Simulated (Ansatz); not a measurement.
Two members of one family (Series SiH3X), computed with Ansatz in the gas phase. The two geometries come from different levels. Binding counts from free atoms in the multiplicity of their measured ground term, without zero-point energy. The structures are stationary points that may keep the symmetry of their start.

First: SiFH3 (singlet, charge 0, PBE0-D4/def2-TZVP geometry).

```xyz
5

Si   -0.030    0.021   -0.016
F     1.187   -0.801    0.618
H     0.383    1.437   -0.152
H    -1.195   -0.097    0.893
H    -0.345   -0.560   -1.343
```

| level | HOMO (eV) | LUMO (eV) | gap (eV) | binding per atom (eV) |
| --- | --- | --- | --- | --- |
| PBE-D4/def2-SVP | -8.14 | -0.48 | 7.66 | 3.20 |
| PBE-D4/def2-TZVP | -8.30 | -1.01 | 7.29 | 3.24 |
| BLYP-D4/def2-TZVP | -8.24 | -0.90 | 7.34 | 3.27 |
| PBE0-D4/def2-SVP | -9.69 | 0.43 | 10.12 | 3.16 |
| PBE0-D4/def2-TZVP | -9.77 | -0.12 | 9.65 | 3.22 |

Second: SiBrH3 (singlet, charge 0, PBE-D4/def2-TZVP geometry).

```
atom   x (Å)   y (Å)   z (Å)
 Si1  -0.058   0.117   0.101
 Br2   0.732  -1.472  -1.259
  H3   0.312   1.446  -0.465
  H4   0.555  -0.068   1.447
  H5  -1.541  -0.024   0.176
```

What does the change do? Estimate second minus first.


| level | Δ HOMO (eV) | Δ LUMO (eV) | Δ gap (eV) | Δ binding per atom (eV) |
| --- | --- | --- | --- | --- |
| PBE-D4/def2-SVP | 1.13 | -0.55 | -1.67 | -0.45 |
| PBE-D4/def2-TZVP | 1.10 | -0.30 | -1.41 | -0.47 |
| BLYP-D4/def2-TZVP | 1.21 | -0.28 | -1.49 | -0.50 |
| PBE0-D4/def2-SVP | 1.35 | -0.58 | -1.92 | -0.42 |
| PBE0-D4/def2-TZVP | 1.30 | -0.30 | -1.60 | -0.44 |
